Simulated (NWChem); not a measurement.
System meant: ReHO4, triplet; SMILES of the neutral closed-shell parent [O]=[Re](=[O])(=[O])[OH]

Input file for NWChem:

```
start job
memory heap 200 mb stack 900 mb global 1100 mb
geometry units angstroms noautoz
  Re     0.237728    -0.066145    -0.046758
  O      1.542826    -0.157430     1.027570
  O     -1.417911     0.293025     0.796433
  O      0.126994    -1.334778    -1.163824
  O     -0.241354     1.688050    -0.625704
  H     -1.149947     1.887880    -0.904819
end
basis spherical
  * library def2-svp
end
ecp
  Re library def2-ecp
end
dft
  odft
  mult 4
  xc pbe0
  iterations 150
  mulliken
end
task dft energy
```

End of the output:

```
 Summary of "ao basis" -> "" (spherical)
 ------------------------------------------------------------------------------
       Tag                 Description            Shells   Functions and Types
 ---------------- ------------------------------  ------  ---------------------
 *                          def2-svp                  on all atoms

                                 NWChem DFT Module
                                 -----------------

 Summary of "ao basis" -> "ao basis" (spherical)
 ------------------------------------------------------------------------------
       Tag                 Description            Shells   Functions and Types
 ---------------- ------------------------------  ------  ---------------------
 Re                         def2-svp                12       32   6s3p2d1f
 O                          def2-svp                 6       14   3s2p1d
 H                          def2-svp                 3        5   2s1p

 Summary of "ao basis" -> "ao basis" (spherical)
 ------------------------------------------------------------------------------
       Tag                 Description            Shells   Functions and Types
 ---------------- ------------------------------  ------  ---------------------
 Re                         def2-svp                12       32   6s3p2d1f
 O                          def2-svp                 6       14   3s2p1d
 H                          def2-svp                 3        5   2s1p

  number of electrons :                   48
  multiplicity        :                    4
 ------------------------------------------------------------------------
  no. of electrons and multiplicity not compatible                  48
 ------------------------------------------------------------------------
 ------------------------------------------------------------------------
  current input line :
    24: task dft energy
 ------------------------------------------------------------------------
 ------------------------------------------------------------------------
 There is an error in the input file
 ------------------------------------------------------------------------
 For more information see the NWChem manual at https://nwchemgit.github.io

0: no. of electrons and multiplicity not compatible:Received an Error in Communication
```

**Question.** Find the fault in this run and fix the input.

**Answer.** The input was rejected before any calculation. Cause: the multiplicity doesn't fit the number of electrons (an even count wants an odd multiplicity, and the reverse). This input runs:
```
start job
memory heap 200 mb stack 900 mb global 1100 mb
geometry units angstroms noautoz
  Re     0.237728    -0.066145    -0.046758
  O      1.542826    -0.157430     1.027570
  O     -1.417911     0.293025     0.796433
  O      0.126994    -1.334778    -1.163824
  O     -0.241354     1.688050    -0.625704
  H     -1.149947     1.887880    -0.904819
end
basis spherical
  Re library def2-svp
  O library def2-svp
  H library def2-svp
end
ecp
  Re library def2-ecp
end
dft
  odft
  mult 3
  xc pbe0
  iterations 150
  convergence damp 70 ncydp 30 lshift 0.3 ncysh 40
  mulliken
end
task dft energy
```
It converges to -379.22905 Ha (PBE0/def2-SVP with def2 effective core potentials on Re, spin-unrestricted).
